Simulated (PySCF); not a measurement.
Computed IR spectrum (relative IR intensity) of a molecule C2H8N2Si2. Geometry: PBE0-D3(BJ)/def2-SVP. Other conformers were not sampled. Level of theory: PBE0-D3(BJ)/def2-SVP run with PySCF. Frequencies are harmonic and unscaled.

Lines under 2 % of the strongest are left out, and lines within 2 cm⁻¹ are merged.

ν (cm⁻¹): 98 (vw), 408 (w), 436 (w), 469 (s), 527 (w), 628 (w), 669 (w), 693 (m), 729 (m), 792 (s), 803 (m), 820 (s), 913 (m), 952 (vs), 1100 (w), 1181 (vs), 1287 (w), 1410 (s), 1447 (m), 1463 (vw), 1500 (w), 1624 (m), 2199 (s), 2216 (s), 2223 (vs), 3017 (s), 3032 (m), 3088 (m), 3143 (w), 3637 (m) (against the strongest line: vs over 80 %, s over 45 %, m over 15 %, w over 4 %, vw less)

Which structure fits?
(A) N[C@H]1[SiH2]N=C1[SiH3]
(B) C=CN1[SiH2]N[SiH2]1
(C) CN[Si@H]1C=N[SiH2]1
(D) NC[Si@@H]1N=C[SiH2]1

C, CN[Si@H]1C=N[SiH2]1
